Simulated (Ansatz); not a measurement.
The pair A = HF (SMILES F) (first 2 atoms), B = CH3Br (SMILES CBr); geometry from B3LYP-D3(BJ)/def2-TZVP.
(charge 0, multiplicity 1):
```xyz
7

F     -0.03944    -0.14847     0.64158
H     -0.06252    -0.64869     1.43194
C     -0.25170     1.04142     3.83771
Br    -0.17348    -0.92227     3.77192
H     -1.19015     1.30745     4.30994
H     -0.20193     1.39460     2.81415
H      0.59899     1.37498     4.42041
```

Cores are frozen in the correlated methods. Filled d and f shells under p-block atoms count as core. MP2 and its Hartree–Fock in aug-cc-pVQZ are density fitted.

Programs: Ansatz (an electronic-structure program). 

The counterpoise-corrected interaction energy is E(AB) − E(A in the pair's basis) − E(B in the pair's basis). Total energies (hartree):

```csv
level,AB,A in the pair's basis,B in the pair's basis
HF/aug-cc-pVTZ,-2712.1567413,-100.0599911,-2612.0928193
MP2/aug-cc-pVTZ,-2712.7939386,-100.3410554,-2612.4458961
HF/aug-cc-pVQZ,-2712.1691098,-100.0673585,-2612.0978360
MP2/aug-cc-pVQZ,-2712.8527096,-100.3695414,-2612.4758796
CCSD(T)/aug-cc-pVTZ,-2712.8464114,-100.3497402,-2612.4896882
```

### Question
Work out the counterpoise-corrected interaction energy at the basis-set limit: extrapolate the MP2 correlation part as X⁻³, take Hartree–Fock from the larger set, and add the CCSD(T) − MP2 difference of aug-cc-pVTZ.

### Answer

1. Differences (1 hartree = 627.509 kcal/mol): HF/aug-cc-pVTZ -2.467; MP2/aug-cc-pVTZ -4.385; HF/aug-cc-pVQZ -2.457; MP2/aug-cc-pVQZ -4.574; CCSD(T)/aug-cc-pVTZ -4.382.
2. Correlation parts, MP2 less HF: -1.918 in aug-cc-pVTZ (X = 3), -2.117 in aug-cc-pVQZ (X = 4).
3. Limit (4³·(-2.117) − 3³·(-1.918))/(4³ − 3³) = -2.262; with HF/aug-cc-pVQZ it gives -4.719.
4. CCSD(T) less MP2 in aug-cc-pVTZ: 0.003.
Result: -4.72 kcal/mol, against -4.38 at MP2/aug-cc-pVTZ. It is an estimate of this method's limit, not of the exact value.
